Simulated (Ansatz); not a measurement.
BClH7NSi2 can be A, `[SiH3]N([SiH3])BCl`, or B, `BN([SiH3])[SiH2]Cl`.

Computed with Ansatz on PBE0-D4/def2-TZVP structures; ΔE is electronic, products minus reactants. CBS: MP2 limit from def2 TZ/QZ plus the TZ coupled-cluster correction, frozen cores. Functionals use def2-TZVPP. B3LYP here is the variant with VWN-RPA as its local correlation; programs differ in this. One conformer a species, not always the lowest.

(1) Which isomer does CCSD(T)/CBS put lower? Give the gap. (An estimate is asked.)

(2) Give E(B) − E(A) in kJ/mol with LDA (SPW92), PBE-D4, ωB97M-V, PBE0-D4, B3LYP, CCSD/def2-TZVPP, HF/def2-TZVPP. (An estimate is asked.)

(3) Does the order hold for the free energy at 298.15 K (harmonic terms from PBE0-D4)? (An estimate is asked.)

Largest T1 diagnostic: 0.012.

Answers

(1) The calculation gave: B, by 10.8 kJ/mol.

(2) Computed: LDA (SPW92) 2.9, PBE-D4 -3.8, ωB97M-V -10.2, PBE0-D4 -6.9, B3LYP -10.4, CCSD/def2-TZVPP -9.4, HF/def2-TZVPP -18.3. The order is the other way round with LDA (SPW92).

(3) The calculation gave: Yes: G(B) − G(A) = -10.9 kJ/mol, for one conformer each. Modes under 60 cm⁻¹, often nearly free rotors, make the harmonic entropy too high.

In def2-TZVPP, CCSD(T) changes the Hartree–Fock value by +10.9 kJ/mol (the triples alone add +2.0 kJ/mol) and MP2 by +9.7 kJ/mol. Leaving LDA and LC-ωPBE aside and taking each functional with its dispersion term where it has one, the values, not all of them listed here, spread over 9.5 kJ/mol, from BHLYP-D4 to PBE-D4. LDA lies +6.9 kJ/mol from PBE without D4.
